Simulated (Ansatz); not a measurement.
Computed with Ansatz on PBE0-D4/def2-TZVP structures; ΔE is electronic, products minus reactants. CCSD(T)/CBS is the MP2 limit (def2-TZVPP, def2-QZVPP) plus CCSD(T) − MP2 in def2-TZVPP, frozen cores. Elements past krypton have def2 core potentials. For As, Sb, Te outer-core shells are correlated without core-valence functions, which leaves a few kJ/mol of doubt a bond. Scalar relativity is left out up to krypton. Each species was taken in one conformer, which may not be the lowest.

Reaction (redistribution): `[BH2][SbH][SiH3]` + `N[AsH][TeH]` → `[BH2][SbH][TeH]` + `N[AsH][SiH3]`

| species | CCSD(T)/CBS(def2) energy (Eh) |
| --- | --- |
| `[BH2][SbH][SiH3]` | -557.46017 |
| `N[AsH][TeH]` | -2559.85306 |
| `[BH2][SbH][TeH]` | -534.92494 |
| `N[AsH][SiH3]` | -2582.38925 |

**Question.** Work out ΔE.

**Answer.** ΔE = (-534.92494) + (-2582.38925) − (-557.46017) − (-2559.85306) = -0.00096 Eh = -2.5 kJ/mol.

**Question.** What do rigid-rotor, harmonic-oscillator terms from PBE0-D4/def2-TZVP frequencies (298.15 K, 1 bar) make of the CCSD(T)/CBS value? (Estimate.)

**Answer.** Computed: ΔZPE = -0.8 kJ/mol, ΔH = -3.3 kJ/mol, ΔS = -4 J/(mol·K), ΔG = -2.0 kJ/mol. Modes under 50 cm⁻¹ make the entropy rough.

Largest T1 diagnostic among the species: 0.015.

In def2-TZVPP, CCSD(T) changes the Hartree–Fock value by +8.3 kJ/mol (the triples alone add +2.2 kJ/mol) and MP2 by +9.3 kJ/mol. From r2SCAN to r2SCAN0 (25 % exact exchange), in def2-TZVPP and without D4, ΔE moves by −3.1 kJ/mol. Leaving LDA and LC-ωPBE aside and taking each functional with its dispersion term where it has one, the values, not all of them listed here, spread over 10.5 kJ/mol, from BHLYP-D4 to PBE-D4.
